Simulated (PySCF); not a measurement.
Al(I)2(Me) (CH3AlI2), SMILES [CH3][Al]([I])[I]. Atoms are numbered in the order given.

```xyz
7

Al     0.7596    -0.2220     0.4671
I     -1.2107    -1.7124     0.4400
I      0.6013     1.8899    -0.8059
C      2.3801    -0.6929     1.4209
H      2.8253     0.1914     1.9030
H      3.1240    -1.0886     0.7089
H      2.1942    -1.4651     2.1824
```

The structure is a stationary point at PBE0-D3(BJ)/def2-SVP. The structure was generated by enumeration; whether it is a known compound was not checked. The def2 effective core potentials stand for the cores of I; spin–orbit coupling is left out.

Calculation: PySCF with PBE/def2-TZVP.

ESP charges are fitted to the potential on shells at 1.4 to 2.0 van der Waals radii. Atomic charges (e):

```json
[
 {"atom": "Al1", "Löwdin": "-0.51", "Mulliken": "0.43", "ESP fit": "(withheld)"},
 {"atom": "I2", "Löwdin": "0.28", "Mulliken": "-0.17", "ESP fit": "(withheld)"},
 {"atom": "I3", "Löwdin": "0.28", "Mulliken": "-0.18", "ESP fit": "(withheld)"},
 {"atom": "C4", "Löwdin": "-0.49", "Mulliken": "-0.53", "ESP fit": "(withheld)"},
 {"atom": "H5", "Löwdin": "0.15", "Mulliken": "0.15", "ESP fit": "(withheld)"},
 {"atom": "H6", "Löwdin": "0.15", "Mulliken": "0.15", "ESP fit": "(withheld)"},
 {"atom": "H7", "Löwdin": "0.15", "Mulliken": "0.15", "ESP fit": "(withheld)"}
]
```

Q: What belongs in the gaps? (An estimate is asked for; the answer gives what the named calculation found.)

A: 
- Al1, ESP fit: 0.40
- I2, ESP fit: -0.16
- I3, ESP fit: -0.17
- C4, ESP fit: -0.34
- H5, ESP fit: 0.09
- H6, ESP fit: 0.10
- H7, ESP fit: 0.08
